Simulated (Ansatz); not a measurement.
Relaxation of BCl3H (5 atoms, charge 0, multiplicity 2), to a largest force component of 0.03 eV/Å in at most 50 steps.

Computed with UKS PBE-D4/def2-SVP (Ansatz 0.2.0).

```xyz
5
Properties=species:S:1:pos:R:3
B 0.000 0.000 -0.374
H 0.000 0.000 2.008
Cl 1.547 0.000 -1.148
Cl -1.547 0.000 -1.148
Cl 0.000 0.000 3.352
```

**Question.** Where does it end, and by what steps?

**Answer.** The run converged. After 8 steps the energy has fallen by 0.307 eV; H2 moved furthest, 0.69 Å. Joined: B1–H2 (2.38 → 1.33 Å).

```
step  energy less start (eV)  largest force component (eV/Å)  accepted
   0                  0.0000                           0.763       yes
   1                 -0.0781                           0.308       yes
   2                 -0.1349                           1.107       yes
   3                 -0.1605                           1.734       yes
   4                 -0.2788                           1.018       yes
   5                 -0.0776                           2.910        no
   6                 -0.3006                           0.476       yes
   7                 -0.3059                           0.090       yes
   8                 -0.3067                           0.008       yes
```

```xyz
5
Properties=species:S:1:pos:R:3
B 0.000 0.000 -0.008
H 0.000 0.000 1.322
Cl 1.539 0.000 -0.794
Cl -1.539 0.000 -0.794
Cl 0.000 0.000 2.963
```

Whether the end is a true minimum wasn't checked by a vibrational analysis.

The run took 17 s on 2 threads of Arm Neoverse V2, with other jobs on the host, peak memory 0.16 GiB.
